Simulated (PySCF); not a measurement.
C8H13FO.
Structure used (PBE0-D3(BJ)/def2-SVP), in Å, numbered top down from 1:
```
atom  x, y, z in Å
C1     3.4627   -0.0489   -0.5010
O2     2.2696   -0.5119   -1.0830
C3     1.2021   -0.5582   -0.2374
F4     1.4414   -1.4816    0.7663
C5    -0.1441   -0.8252   -0.8966
C6    -0.7682    0.1854    0.0938
C7    -1.6310   -0.4252    1.2153
C8    -2.8805    0.0308    0.4384
C9    -1.9843    1.0208   -0.3313
C10    0.6409    0.7306    0.3871
H11    3.3468    0.9727   -0.0947
H12    4.2239   -0.0289   -1.2915
H13    3.8016   -0.7138    0.3099
H14   -0.4927   -1.8676   -0.8710
H15   -0.1407   -0.4515   -1.9304
H16   -1.5002   -1.4963    1.4308
H17   -1.5094    0.1384    2.1540
H18   -3.2632   -0.7643   -0.2194
H19   -3.7233    0.4400    1.0146
H20   -1.9704    2.0133    0.1468
H21   -2.1530    1.1532   -1.4117
H22    0.9003    0.9316    1.4368
H23    0.8785    1.6047   -0.2379
```

The calculation used TDDFT B3LYP/def2-SVPD, vertical, gas phase, core orbitals frozen in the response in PySCF.

Transition dipole moments from the ground state, in atomic units and in the frame of the coordinates above (overall signs are arbitrary), for the states with f of 0.002 or more among the lowest 7:

| state | E (eV) | μx | μy | μz |
| --- | --- | --- | --- | --- |
| S1 | 7.253 | 0.023 | -0.013 | -0.106 |
| S2 | 7.529 | 0.126 | 0.153 | 0.035 |
| S3 | 7.883 | -0.081 | -0.299 | -0.283 |
| S4 | 7.937 | -0.047 | 0.467 | -0.332 |
| S5 | 7.992 | -0.188 | -0.073 | -0.245 |
| S6 | 8.018 | -0.227 | 0.118 | 0.178 |
| S7 | 8.046 | 0.133 | 0.113 | -0.078 |

Problem. What oscillator strength does each state have?

Solution. f = (2/3) ΔE |μ|² with ΔE in hartree (27.2114 eV).

```tsv
state	|μ|² (au)	|μ| (D)	f
S1	0.012	0.28	0.002
S2	0.041	0.51	0.007
S3	0.176	1.07	0.034
S4	0.330	1.46	0.064
S5	0.100	0.81	0.020
S6	0.097	0.79	0.019
S7	0.036	0.49	0.007
```

Problem. Which bond between heavy atoms lies closest to the direction of the S4 transition dipole?

Solution. C3–F4, at 13° from it; next C8–C9 at 40°.

Problem. What angle do the transition dipoles of S3 and S4 make?

Solution. |cos θ| = |μa·μb| / (|μa| |μb|) = 0.17, so θ ≈ 80° (taken between 0 and 90°, since the signs are arbitrary).

Problem. What peak molar absorption coefficient would the strongest computed level give as a lone Gaussian band 0.5 eV wide at half height?

Solution. ε(max) = 2.175×10⁸ f / FWHM, with the width in cm⁻¹. S4: 2.175×10⁸ × 0.0642 / 4033 ≈ 3500 L mol⁻¹ cm⁻¹.

The vertical ionisation energy (ΔSCF) is 9.62 eV, 1.57 eV above S7.

One conformer stands for the species.

Without π bonds the low states may be Rydberg-like; a valence basis with one diffuse set may place them up to an eV too high.
